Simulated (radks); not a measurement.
The mean radii <r> (bohr) of the occupied orbitals of an atom or ion are listed with their occupations. Calculated with a radial shooting solver on a logarithmic mesh with Libxc functionals: scalar-relativistic Kohn-Sham, BLYP, spin-polarised, spherical densities, finite nucleus; Fermi nuclear charge, rms radius of each element as measured or else 0.836 A^(1/3) + 0.57 fm.

orbital  occ.      <r>
1s down     1  0.01774
1s up       1  0.01774
2s up       1  0.07492
2s down     1  0.07492
2p up       3  0.06729
2p down     3  0.06729
3s up       1   0.1936
3s down     1   0.1934
3p up       3   0.1941
3p down     3   0.1939
3d up       5   0.1758
3d down     5   0.1756
4s up       1   0.4145
4s down     1   0.4149
4p up       3   0.4338
4p down     3   0.4343
4d up       5   0.4444
4d down     5   0.4452
4f up       4   0.4334

Name the element and its charge. Open shells, if any, are filled with parallel spins first.

Answer. Z = 76, osmium, charge +26: Os26+ in [Kr] 4d10 4f4. The 1s radius gives Z: for a bare nucleus <r> = (2 gamma + 1)/(2Z) with gamma = sqrt(1 - (Z/c)^2), 0.01753 bohr for Z = 76, and screening makes it slightly larger (0.01774 here). The occupations add up to 50, and the charge is Z minus that.
